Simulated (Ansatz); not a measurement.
C2H5BFN, SMILES `B/C=C(/N)F`. Total charge 0; spin multiplicity 1. All single points use the PBE0-D4/def2-TZVP geometry. It is one conformer, not always the lowest.

```xyz
10

B     0.068   -1.343    1.361
C    -0.198   -0.673    0.047
C     0.141    0.613   -0.221
N    -0.030    1.294   -1.365
F     0.736    1.380    0.682
H     0.606   -0.756    2.255
H    -0.261   -2.483    1.529
H    -0.684   -1.187   -0.779
H    -0.543    0.876   -2.118
H     0.164    2.279   -1.392
```

Q: What is the dipole moment at ωB97M-V/def2-TZVPP? (Estimate.)

A: The calculation gave: 4.78 D, with components (-0.81, 2.75, -3.82) D in this frame, pointing from negative to positive charge.

Q: And with PBE, r2SCAN, B3LYP? (Best estimate.)

A: Ansatz gave: PBE 5.08 D, r2SCAN 5.00 D, B3LYP 4.86 D.

Q: Give the Mulliken charges with ωB97M-V, PBE, B3LYP in def2-TZVPP. (An estimate is asked.)

A: Ansatz gave: 
| atom | ωB97M-V | PBE | B3LYP |
| --- | --- | --- | --- |
| B1 | -0.21 | -0.13 | -0.12 |
| C2 | -0.30 | -0.27 | -0.31 |
| C3 | 0.40 | 0.34 | 0.41 |
| N4 | -0.21 | -0.24 | -0.26 |
| F5 | -0.17 | -0.13 | -0.18 |
| H6 | 0.06 | 0.00 | 0.02 |
| H7 | 0.05 | -0.01 | 0.01 |
| H8 | 0.07 | 0.06 | 0.07 |
| H9 | 0.15 | 0.19 | 0.18 |
| H10 | 0.15 | 0.19 | 0.18 |

B3LYP here is the variant with VWN-RPA as its local correlation; programs differ in this.
